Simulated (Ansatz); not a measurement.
`N[SiH](O)[SiH2]O` + `[SH][GeH2][Cl]` → `N[SiH](O)Cl` + `O[SiH2][GeH2][SH]`  (redistribution)

Calculated with Ansatz (gas phase, PBE0-D4/def2-TZVP geometries, no zero-point term in ΔE). CBS: MP2 limit from def2 TZ/QZ plus the TZ coupled-cluster correction, frozen cores. DFT in def2-TZVPP. B3LYP here is the variant with VWN-RPA as its local correlation; programs differ in this. For Ge outer-core shells are correlated without core-valence functions, which leaves a few kJ/mol of doubt a bond. Scalar relativity is left out up to krypton. Each species was taken in one conformer, which may not be the lowest.

Problem. Is it downhill or uphill in electronic energy at CCSD(T)/CBS, and by how much? (An estimate is asked.)

Solution. The calculation gave: Downhill: ΔE = -63.8 kJ/mol.

Problem. What do these levels give: PBE-D4, B3LYP-D4, CCSD(T)/def2-TZVPP, HF/def2-QZVPP, MP2/def2-QZVPP, SCS-MP2/def2-QZVPP? (Best estimate.)

Solution. The calculation gave: PBE-D4 -52.9, B3LYP-D4 -57.3, CCSD(T)/def2-TZVPP -60.6, HF/def2-QZVPP -61.3, MP2/def2-QZVPP -66.5, SCS-MP2/def2-QZVPP -63.0 kJ/mol.

Largest T1 diagnostic among the species: 0.012.

From PBE to PBE0 (25 % exact exchange), in def2-TZVPP and without D4, ΔE moves by −4.4 kJ/mol.
